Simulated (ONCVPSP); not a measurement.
carbon (C): excitation energies, all-electron against ONCV

- Element: C
- Generator: ONCVPSP 4.0.1
- Type: optimised norm-conserving Vanderbilt (ONCV)
- Functional: PBE
- Relativity: scalar-relativistic
- Frozen core: [He]
- Valence charge: 4
- Reference configuration: 2s2 2p2
- Partial waves: 2s: rc 0.85 bohr, ncon 3, nbas 6, qcut 8.4 1/bohr, 2 projectors, debl 4 Ha; 2p: rc 2.65 bohr, ncon 4, nbas 7, qcut 5.5 1/bohr, 2 projectors, debl 0.8 Ha
- Local potential: polynomial inside 0.70 bohr (lpopt 1, dvloc0 4 Ha)
- Core correction: none

Energies are relative to the spin-unpolarised reference configuration 2s2 2p2; without spin polarisation the order of configurations can differ from experiment.

```csv
valence configuration,charge,ΔE all-electron (eV),error AE − PS (meV)
2s2 2p1,+1,10.861,+95
2s1 2p0,+3,83.211,+1469
2s1 2p2,+1,19.615,-70
```

**Question.** What are ΔE and the potential's error for 2s2 2p0?

**Answer.** ΔE = 35.017 eV all-electron; the error (AE − PS) is +746 meV.

Levels in the configuration 2s2 2p1:

```csv
level,all-electron (eV),pseudo (eV)
2s,-25.758,-25.649
2p,-17.005,-16.739
```
